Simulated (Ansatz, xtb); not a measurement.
## Relaxing a trial structure of CH5ISn2

The starting geometry of this gas-phase singlet was built from a drawn formula by distance geometry and a force field; its bonds are those of `[CH2]=[SnH][SnH2][I]`.

```json
{"atom": "C", "x (Å)": "-3.1452", "y (Å)": "-1.1842", "z (Å)": "-0.6792"}
{"atom": "I", "x (Å)": "-0.7821", "y (Å)": "-3.6445", "z (Å)": "3.1333"}
{"atom": "Sn", "x (Å)": "-1.5607", "y (Å)": "-0.5112", "z (Å)": "0.0205"}
{"atom": "Sn", "x (Å)": "0.3632", "y (Å)": "-2.2757", "z (Å)": "1.0625"}
{"atom": "H", "x (Å)": "-3.3794", "y (Å)": "-2.2204", "z (Å)": "-0.6582"}
{"atom": "H", "x (Å)": "-3.9233", "y (Å)": "-0.5049", "z (Å)": "-1.0856"}
{"atom": "H", "x (Å)": "-1.2418", "y (Å)": "1.2160", "z (Å)": "0.0452"}
{"atom": "H", "x (Å)": "0.8866", "y (Å)": "-3.3653", "z (Å)": "-0.1374"}
{"atom": "H", "x (Å)": "1.7150", "y (Å)": "-1.3946", "z (Å)": "1.6953"}
```

Question: Where would you expect an optimisation with r2SCAN-D4/def2-SVP to take it?

Answer: It keeps its bonds, and is `[CH2]=[SnH][SnH2][I]`.

The energy falls by 0.29 eV over 32 steps:

```tsv
step	E − E(last) (eV)
1	0.291
4	0.039
8	0.026
11	0.024
15	0.017
18	0.010
22	0.003
25	0.000
29	0.000
32	0.000
```

Final geometry (Å):

```yaml
atoms:
  - { symbol: C, position_ang: [-3.0890, -1.1319, -0.9893] }
  - { symbol: I, position_ang: [-0.1445, -2.8927, 3.6559] }
  - { symbol: Sn, position_ang: [-1.6270, -0.5289, 0.2039] }
  - { symbol: Sn, position_ang: [0.3271, -2.2942, 1.0414] }
  - { symbol: H, position_ang: [-3.0150, -2.0741, -1.5408] }
  - { symbol: H, position_ang: [-3.9017, -0.4550, -1.2739] }
  - { symbol: H, position_ang: [-1.7952, 0.9136, 1.1045] }
  - { symbol: H, position_ang: [0.2650, -3.7762, 0.1838] }
  - { symbol: H, position_ang: [1.9127, -1.6455, 1.0111] }
```

From the same start GFN2-xTB ends elsewhere, differing in C1–Sn4 (2.15 against 4.14 Å here), I2–Sn3 (2.93 against 4.44 Å here), Sn3–Sn4 (3.54 against 2.76 Å here).

No frequencies were run, so the end isn't proven a minimum. Atoms past krypton carry core potentials, without spin–orbit terms. Run with Ansatz 0.2.0, 2.5 min on 2 threads of Arm Neoverse V1, with other jobs on the host.
